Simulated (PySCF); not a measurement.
# How the method changes the shape and vibrations of F2HOSi

These are calculations, not measurements. They come from PySCF 2.14.0, an open-source quantum chemistry program, on an isolated molecule that a program drew, which may never have been made. The molecule is F2HOSi (charge 0, doublet), drawn as the SMILES string `O[Si](F)F`.

The geometry was optimised and harmonic frequencies were computed with HF and MP2, all in the cc-pV(D+d)Z basis, for the commonest isotopes, with a restricted reference for singlets and an unrestricted one otherwise, and a frozen core in MP2. Each result is a local minimum of its method.

Geometry at the HF minimum:
```xyz
5
F2HOSi, angstrom
O    -2.2588    1.5106   -1.6034
Si   -2.0663    0.0198   -1.0035
F    -0.5807   -0.1598   -0.4265
F    -2.1829   -1.0701   -2.1742
H    -1.6938    1.8376   -2.2911
```

Lengths of the bonds as drawn, in Å (atoms numbered as above):
| bond | HF | MP2 |
|---|---|---|
| O1-Si2 | 1.618 | 1.645 |
| Si2-F3 | 1.604 | 1.626 |
| Si2-F4 | 1.604 | 1.626 |
| O1-H5 | 0.948 | 0.969 |

Rotational constants, in GHz:
```
constant     HF    MP2
       A  7.394  7.183
       B  7.118  6.894
       C  4.037  3.893
```

Harmonic frequencies in cm^-1, each column in rising order, so a row needn't be the same motion in every method:
```
rank,HF,MP2
1,106,71
2,312,296
3,344,318
4,401,378
5,784,749
6,879,?
7,944,911
8,1002,957
9,4134,3855
```

**Estimate the missing MP2 frequency from the HF column.**

A single factor s that minimises the squared misfit of MP2 against s times HF over the other rows is sum(HF x MP2) / sum(HF^2) = 0.9358, with an rms misfit of 17 cm^-1. For rank 6 it gives 0.9358 x 879 = 823 cm^-1. The calculation gives 848 cm^-1, 25 cm^-1 above the estimate. The drawn bonds are on average 1.7 % longer in MP2 than in HF.
